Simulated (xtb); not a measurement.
CCl₂, SMILES Cl[C]Cl (connectivity only; charge and spin as stated), neutral, multiplicity 1. All values are semi-empirical tight-binding results from xtb (GFN2-xTB unless named), good for trends rather than for accurate numbers. The structure is a stationary point at GFN2-xTB. The isomer is the one that the SMILES or the coordinates give; other isomers of the formula were not compared.

Optimised geometry:

```xyz
3

Cl     0.0000    -1.3938     0.1386
C      0.0000     0.0000    -0.7857
Cl     0.0000     1.3938     0.1386
```

Computed properties:
The point group as xtb finds it is C2v, the orbital gap is 1.83 eV and the dipole moment is 1.43 D. The zero-point energy is 2.7 kcal/mol. The G − E(el) at 298.15 K (modified RRHO) comes out as -13.4 kcal/mol. The static polarisability (D4 model) is 39.5 bohr³ and the solvation energy, GFN2-xTB/ALPB(water) is 0.2 kcal/mol. The solvation energy, GFN2-xTB/ALPB(benzene) is -2.0 kcal/mol.

Computed atomic charges and the Wiberg bond orders between heavy atoms:
charges (e) Cl1 0.01, C2 -0.01, Cl3 0.01. Bond orders Cl1–C2 1.37, C2–Cl3 1.37.
